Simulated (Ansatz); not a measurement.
Coupled-cluster run, CH$_{8}$BGaSi, SMILES `[SiH3]B[CH2][GaH2]`.

```yaml
crystal:
  periodic: [false, false, false]
  atoms:
    - {symbol: Si, position_ang: [-1.191023, 1.474123, -0.075277]}
    - {symbol: B, position_ang: [-0.303124, -0.043241, 0.916082]}
    - {symbol: C, position_ang: [1.157780, -0.343568, 0.736398]}
    - {symbol: Ga, position_ang: [0.735335, -1.506332, -0.883378]}
    - {symbol: H, position_ang: [-2.557717, 1.152871, -0.573825]}
    - {symbol: H, position_ang: [-1.311026, 2.664028, 0.818532]}
    - {symbol: H, position_ang: [-0.379532, 1.903276, -1.258063]}
    - {symbol: H, position_ang: [-0.976307, -0.776072, 1.591402]}
    - {symbol: H, position_ang: [1.835752, 0.394305, 0.299140]}
    - {symbol: H, position_ang: [1.688588, -1.017282, 1.413100]}
    - {symbol: H, position_ang: [2.001896, -2.162637, -1.525321]}
    - {symbol: H, position_ang: [-0.700623, -1.739460, -1.458790]}
basis:
  gaussian: {orbitals: def2-TZVPP}
correlation: {method: ccsd_t}
output: {orbitals: {seedname: orbitals}}
```

```sh
$ ansatz run in.yaml --threads 4 --pin off --events-out ev --progress --plain --max-ram 10444MiB
```

Output of Ansatz, abridged:

```
Functional definition: HF
1536 factors; integrals over basis functions are off by at most 8.6e-4 eV
mean field evaluation 1: about -62021.5727 eV, gradient 3.2e1 eV
mean field evaluation 2: about -62021.7239 eV, gradient 3.2e1 eV
mean field evaluation 4: about -62025.1476 eV, gradient 4.3e0 eV
mean field evaluation 8: about -62025.2142 eV, gradient 2.9e-1 eV
mean field -62025.21472768 eV, -2279.3845990418 hartree, gradient 4.1e-6 eV, S^2 0.000000; 0 other end points of the search recorded, 0 dependent functions left out
16 core orbitals not correlated: weight in the atoms' cores, before any rotation towards them, 1.000 or more for the frozen orbitals, at most 0.000 for the correlated occupied ones
reference -62025.21472768 eV, -2279.3845990418 hartree; 16, 16 occupied and 232, 232 virtual orbitals, 1536 factors
second order -17.55196953 eV of doubles, -0.00000000 eV of singles
cycle   1  -18.17055646 eV  change   -6.2e-1 eV  update   1.1e-1
cycle   2  -18.82155612 eV  change   -6.5e-1 eV  update   3.5e-2
cycle   3  -18.92726404 eV  change   -1.1e-1 eV  update   1.7e-2
cycle   4  -18.91958570 eV  change    7.7e-3 eV  update   4.5e-3
cycle   5  -18.91773673 eV  change    1.8e-3 eV  update   1.9e-3
cycle   6  -18.91733264 eV  change    4.0e-4 eV  update   6.1e-4
cycle   7  -18.91721492 eV  change    1.2e-4 eV  update   2.5e-4
cycle   8  -18.91725757 eV  change   -4.3e-5 eV  update   9.7e-5
cycle   9  -18.91728594 eV  change   -2.8e-5 eV  update   3.6e-5
perturbative correction -0.74600071 eV, -0.0274150204 hartree
Total energy: -62044.87801434 eV, -2280.1072114981 hartree
```

Hardware: 4 threads of an Intel Xeon 6975P-C on a shared host. Wall time 40 s, peak host memory 6.6 GiB.

Correlation energy per correlated electron: -0.614 eV. T1 diagnostic: 0.0134.
